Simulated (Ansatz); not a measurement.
C$_{2}$H$_{2}$AlFO (`[OH][Al]1[CH]=[C]1F`), 7 atoms. The species carries charge 0 and has multiplicity 1. All runs use 2 threads of an Arm Neoverse V2 on a shared host. Correlated methods freeze the cores.

**Question.** Give the basis size and wall time and peak host memory of each of these runs in Ansatz. RHF-MP2/def2-QZVPP energy; RKS PBE0-D4/def2-TZVP relaxation (8 steps); RKS PBE0-D4/def2-SVP energy; RHF-CCSD(T)/def2-TZVPP energy; RKS PBE0-D4/def2-TZVP frequencies; RHF-CCSD(T)/def2-SVP energy; RKS PBE0-D4/def2-QZVPP energy; RKS r2SCANh-D4/def2-TZVPP energy; RKS LC-ωPBE/def2-TZVPP energy; RKS ωB97M-V/def2-SVP energy; direct RPA on PBE orbitals/def2-TZVPP energy; RKS B97M-V/def2-TZVPP energy. (An estimate is asked.)

**Answer.** Ansatz gave: Other jobs shared the machine, so times are rough.

```tsv
level	job	functions	wall time	peak host memory (GiB)
RKS PBE0-D4/def2-SVP	energy	84	1.1 s	0.14
RKS LC-ωPBE/def2-TZVPP	energy	194	2.2 s	0.27
RHF-CCSD(T)/def2-SVP	energy	84	2.5 s	0.26
RKS ωB97M-V/def2-SVP	energy	84	4 s	0.23
RKS r2SCANh-D4/def2-TZVPP	energy	194	4.1 s	0.4
direct RPA on PBE orbitals/def2-TZVPP	energy	194	5.5 s	0.38
RKS PBE0-D4/def2-QZVPP	energy	358	6 s	0.88
RKS B97M-V/def2-TZVPP	energy	194	8 s	0.26
RHF-MP2/def2-QZVPP	energy	358	13 s	1.4
RKS PBE0-D4/def2-TZVP	relaxation (8 steps)	173	26 s	0.35
RHF-CCSD(T)/def2-TZVPP	energy	194	60 s	2.3
RKS PBE0-D4/def2-TZVP	frequencies	173	89 s	0.35
```

LC-ωPBE has ω = 0.4 bohr⁻¹.
